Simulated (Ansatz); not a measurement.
Stretching the O3–H4 bond in GaH3O2 (SMILES [OH][GaH][OH]) (multiplicity 1 held, fragments rigid). Energies count from the point at 0.963 Å.
Geometry at that point (charge 0, multiplicity 1):
```csv
atom,x (Å),y (Å),z (Å)
Ga,-0.2440,-0.1775,-0.1512
H,-1.3542,-1.0163,-0.8271
O,0.0204,1.5378,-0.5766
H,0.7423,1.9403,-0.0819
O,0.9023,-0.7560,1.1056
H,0.7953,-1.6758,1.3651
```

U- levels take the lowest unrestricted solution at each point, which mixes spins at long bonds. Active spaces are followed from a long bond inwards. Curves can end on different states.

Cores are frozen in the correlated methods. Filled d and f shells under p-block atoms count as core.

Codes used: Ansatz (Gaussian basis) for Hartree–Fock, density functionals and correlated methods. Each number belongs to the level named beside it.

Problem. What energy at R = 3.082 Å does FIC-MRCISD+Q on CASSCF(4,3)/cc-pVTZ give?

Solution. 510 kJ/mol

Problem. Give the energy at R = 3.082 Å at the level FIC-NEVPT4(SD) on CASSCF(4,3)/cc-pVTZ.

Solution. 515 kJ/mol

Problem. What is the computed energy at R = 3.082 Å (U-SCS-MP2/cc-pVTZ)?

Solution. 530 kJ/mol

Doubts at one or more of the structures used: a spin-contaminated determinant (U-SCS-MP2/cc-pVTZ); active orbitals that take no part (FIC-NEVPT4(SD) on CASSCF(4,3)/cc-pVTZ, FIC-MRCISD+Q on CASSCF(4,3)/cc-pVTZ).

Ansatz is an electronic-structure program.
